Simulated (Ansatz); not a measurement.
Abridged output of a molecular run in Ansatz:

```
Functional definition: HF
1603 factors; integrals over basis functions are off by at most 9.5e-4 eV
mean field evaluation 1: about -77019.2445 eV, gradient 4.5e1 eV
mean field evaluation 2: about -77019.5686 eV, gradient 4.5e1 eV
mean field evaluation 4: about -77023.9214 eV, gradient 3.9e0 eV
mean field evaluation 8: about -77024.0230 eV, gradient 4.8e-1 eV
mean field evaluation 16: about -77024.0244 eV, gradient 2.8e-6 eV
mean field -77024.02442653 eV, -2830.5806889160 hartree, gradient 2.8e-6 eV, S^2 0.000000; 0 other end points of the search recorded, 0 dependent functions left out
21 core orbitals not correlated: weight in the atoms' cores, before any rotation towards them, 1.000 or more for the frozen orbitals, at most 0.000 for the correlated occupied ones
reference -77024.02442653 eV, -2830.5806889160 hartree; 20, 20 occupied and 223, 223 virtual orbitals, 1603 factors
second order -26.75127381 eV of doubles, -0.00000000 eV of singles
cycle   1  -26.77846354 eV  change   -2.7e-2 eV  update   1.3e-1
cycle   2  -27.52964423 eV  change   -7.5e-1 eV  update   4.1e-2
cycle   3  -27.69299908 eV  change   -1.6e-1 eV  update   2.2e-2
cycle   4  -27.67346049 eV  change    2.0e-2 eV  update   5.6e-3
cycle   5  -27.66897863 eV  change    4.5e-3 eV  update   2.9e-3
cycle   6  -27.67032107 eV  change   -1.3e-3 eV  update   1.0e-3
cycle   7  -27.66991390 eV  change    4.1e-4 eV  update   5.2e-4
cycle   8  -27.66964568 eV  change    2.7e-4 eV  update   2.1e-4
cycle   9  -27.66978535 eV  change   -1.4e-4 eV  update   1.1e-4
cycle  10  -27.66981484 eV  change   -2.9e-5 eV  update   4.0e-5
perturbative correction -1.06808625 eV, -0.0392514458 hartree
Total energy: -77052.76232762 eV, -2831.6367873018 hartree
```

Its atoms:

Z-matrix (Å, degrees):
```
Ge
Si 1 2.437
Si 1 2.381 2 56.8
O 1 1.780 2 112.9 3 122.7
H 1 1.536 2 130.0 3 -102.7
H 2 1.489 1 138.4 3 119.9
H 2 1.492 1 96.9 3 -108.0
F 3 1.601 1 136.0 2 119.8
H 3 1.489 1 101.6 2 -106.3
H 4 0.961 1 112.3 2 -31.2
```

(1) Which basis set was used?
A. def2-TZVPP
B. def2-SVPD
C. def2-QZVPP
D. def2-TZVPPD

(2) Write the keys of the input that set method, charge and spin (a neutral closed shell needs none for the last two).

## Answers

(1) A. It gives 264 functions.

(2) 
```yaml
correlation: {method: ccsd_t}
```
